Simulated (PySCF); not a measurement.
# Radial density of Hg (mercury, neutral)

wB97X-V, [Xe] 4f14 5d10 6s1 6p1, high-spin 3P determinant (an excited configuration). Calculation: PySCF 2.14, in aug-cc-pwCVTZ-PP with ECP60MDF (8s8p7d4f3g, 122 functions); a scalar-relativistic core potential. This is the valence pseudo-density: the core potential removes the inner electrons and smooths the orbitals near the nucleus.

```csv
r (bohr),4πr²ρ (e/bohr),4πr²(ρα − ρβ)
0.0457,1.743e-05,0.0000
0.0768,4.164e-05,0.0000
0.129,0.0002088,0.0000
0.217,0.004255,0.0001
0.366,0.2284,0.0056
0.615,6.973,0.1087
1.03,17.83,-0.0625
1.74,6.264,0.4590
2.93,1.222,0.6621
4.92,0.2099,0.1991
8.28,0.01499,0.0150
13.9,6.167e-05,0.0001
```

Energies and moments cover only the electrons outside the core potential. Spin-orbit coupling, absent here, splits the open shell strongly.

Task: Where is the radial spin density 4πr²(ρα − ρβ) most negative, and why is it negative at all?

Result: Around r = 1.03 bohr, down to -0.0625 e/bohr: exchange with the open shell polarises the paired shells in an unrestricted calculation.
